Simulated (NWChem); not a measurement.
# SiHCl3; SMILES Cl[SiH](Cl)Cl

```xyz
5

Si     0.0000     0.0000     0.5096
Cl    -1.3477     1.3754    -0.1788
Cl     1.8650     0.4794    -0.1788
Cl    -0.5173    -1.8549    -0.1788
H      0.0000     0.0000     1.9864
```
Atoms are numbered in this order, from 1.

Computed with NWChem. Pople sets run with spherical d functions. Structure relaxed at the PBE0/def2-SVP level. Total energies compare along this basis series because the functional is fixed.

```
level              basis functions  energy (Ha)  highest occupied level (eV)  orbital gap (eV)  dipole (D)
-----------------  ---------------  -----------  ---------------------------  ----------------  ----------
B3LYP/STO-3G                    37   -1652.4239                        -7.45              8.89        2.09
B3LYP/3-21G                     54   -1662.6585                        -9.44              8.28        1.75
B3LYP/6-31G*                    74   -1670.8169                        -9.11              8.59        1.16
B3LYP/6-31+G*                   90   -1670.8206                        -9.19              8.26        1.16
B3LYP/def2-SVP                  77   -1670.3711                        -8.86              8.85        0.90
B3LYP/def2-SVPD                113   -1670.3963                        -9.19              8.38        0.94
B3LYP/def2-TZVP                154   -1670.9628                        -9.08              8.58        0.85
B3LYP/6-311++G**               127   -1670.9400                        -9.21              8.27        1.18
B3LYP/aug-cc-pVTZ              223   -1670.9839                        -9.14              8.35        0.91
```
